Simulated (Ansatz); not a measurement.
Relaxation of C$_{2}$H$_{7}$OSb (11 atoms, charge 0, multiplicity 1), to a largest force component of 0.015 eV/Å in at most 40 steps.

Computed with Ansatz, RKS B3LYP/def2-SVP.

```xyz
11
Properties=species:S:1:pos:R:3
C -1.027 1.198 -0.157
Sb 0.802 0.623 -1.045
C 0.876 -1.147 0.186
O 1.404 -0.799 1.486
H -1.764 0.369 -0.135
H -0.898 1.650 0.853
H -1.502 2.040 -0.790
H 0.025 -0.232 -2.340
H -0.079 -1.633 0.276
H 1.645 -1.847 -0.225
H 0.583 -0.280 1.911
```

Q: Where does it end, and by what steps?

A: The run converged. After 11 steps the energy has fallen by 0.438 eV; H9 moved furthest, 0.35 Å.

```tsv
step	energy less start (eV)	largest force component (eV/Å)	accepted
0	0.0000	3.467	yes
1	-0.3025	1.297	yes
2	-0.3877	0.817	yes
3	-0.4144	0.643	yes
4	-0.4290	0.212	yes
5	-0.3744	0.541	no
6	-0.4345	0.115	yes
7	-0.4371	0.087	yes
8	-0.4369	0.146	no
9	-0.4376	0.044	yes
10	-0.4380	0.039	yes
11	-0.4381	0.013	yes
```

```xyz
11
Properties=species:S:1:pos:R:3
C -1.018 1.288 -0.133
Sb 0.762 0.559 -1.206
C 0.982 -1.170 0.203
O 1.143 -0.725 1.529
H -1.741 0.478 0.039
H -0.699 1.717 0.829
H -1.502 2.082 -0.720
H -0.170 -0.343 -2.355
H 0.119 -1.849 0.077
H 1.892 -1.721 -0.077
H 0.297 -0.373 1.835
```

Whether the end is a true minimum wasn't checked by a vibrational analysis.

The run took 22 s on 2 threads of Intel(R) Xeon(R) 6975P-C (Granite Rapids), with other jobs on the host, peak memory 0.25 GiB.
